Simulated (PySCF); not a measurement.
AuClH3N, SMILES [NH3]->[Au][Cl], multiplicity 1.

Coordinates come from a B3LYP-D3(BJ)/def2-TZVP optimisation. The spin state was assumed, not searched. The def2 effective core potentials stand for the cores of Au; spin–orbit coupling is left out.

The numbers are results of PBE/def2-TZVPD in PySCF, not measurements.

The molecule is in vacuum.

Estimate the frontier levels, gap, dipole moment and polarisability. (An estimate is asked for; the answer gives what the named calculation found.)


```yaml
highest_occupied_level: -5.70 eV
lowest_empty_level: -1.99 eV
orbital_gap: 3.71 eV
dipole_moment: 8.55 D
quadrupole, principal values (traceless, Buckingham form, about the centre of nuclear charge): -4.17, -4.17, 8.34 D·Å
mean_static_polarisability: 63.1 bohr³ (9.35 Å³)
polarisability_principal_values: 50.2, 50.2, 88.9 bohr³
```
